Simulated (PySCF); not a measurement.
Work out the structure from these simulated measurements.

Elements present: Al, C, H and N. Monoisotopic mass: 118.1051 u.

* UV, first state: lowest singlet excitation: 5.38 eV (230 nm, f = 0.014) [TDDFT B3LYP/def2-SVPD]
* 13C NMR: chemical shifts (computed TMS as zero) by class: 49.1 (3 C), 31.0 (1 C) ppm [GIAO KT2/pcSseg-1]
* Valence photoelectron: vertical ionisation energy: 8.27 eV [ΔSCF B3LYP/def2-SVPD]
* Triplet: lowest triplet excitation (Tamm–Dancoff): 5.20 eV [TDA B3LYP/def2-SVPD]
* 1H NMR: chemical shifts (computed TMS as zero) by class: 4.13 (2 H), 2.64 (9 H), 2.25 (2 H), 0.25 (2 H) ppm [GIAO KT2/pcSseg-1]
* Polarisability: 99.6 au [B3LYP/def2-SVPD]
* Rotational structure: rotational constants A, B, C: 2.891, 1.451, 1.268 GHz [PBE0-D3(BJ)/def2-SVP]

The electronic properties come from PySCF, for the isolated species, density fitting. Levels stand in brackets. The structure is a single PBE0-D3(BJ)/def2-SVP conformer in the gas phase; no vibrational or solvent corrections. NMR classes are plain means over equivalent atoms (diastereotopic ones count apart unless rotation or inversion swaps them), as if these changed places fast.

Question: Which formula fits the mass and the elements?

Answer: C4H15AlN2 (calculated 118.1051). No other formula that holds each of these elements comes within 0.0003 u with a fitting electron parity and a possible valence count.

Question: Propose a structure and show how it fits.

Answer: Numbering: `[CH3:1][N+:2]([CH3:3])([CH3:4])[AlH2-:5][CH2:6][NH2:7]`. 4 carbons fall into 2 classes; from least to most shielded: N-methyl carbon [C1/C3/C4] (49.1 ppm, 3 C, up to 3.2 ppm apart in this geometry), sp3 carbon bound to nitrogen [C6] (31.0 ppm). Hydrogen classes from least to most shielded: 2 H on an aluminium bonded to C, N and 2 H, Al5 (4.13 ppm), 9 H on 3 N-methyl carbons, C1/C3/C4 (2.64 ppm, a mean of values up to 2.8 ppm apart in this geometry), 2 H on an sp3 carbon bound to nitrogen, C6 (2.25 ppm), 2 H on a primary amine nitrogen, N7 (0.25 ppm, a mean of values up to 0.8 ppm apart in this geometry). The first electron is taken from the HOMO, whose largest Löwdin shares are 0.39 on the primary amine nitrogen, 0.26 on the sp3 carbon bound to nitrogen, 0.09 on the aluminium bonded to C, N and 2 H and 0.08 on a methylene hydrogen. The optimised geometry has point group C1 and is an asymmetric top. Structure: `C[N+](C)(C)[AlH2-][CH2]N`. The assignments are read from this structure; whether some other isomer fits the data as well wasn't checked.

Shape of the structure used: `[CH3:1][N+:2]([CH3:3])([CH3:4])[AlH2-:5][CH2:6][NH2:7]`: C1–N2–Al5–C6 -74°, N2–Al5–C6–N7 50°, H–N7–C6–Al5 62°, H–N7–C6–Al5 178°.
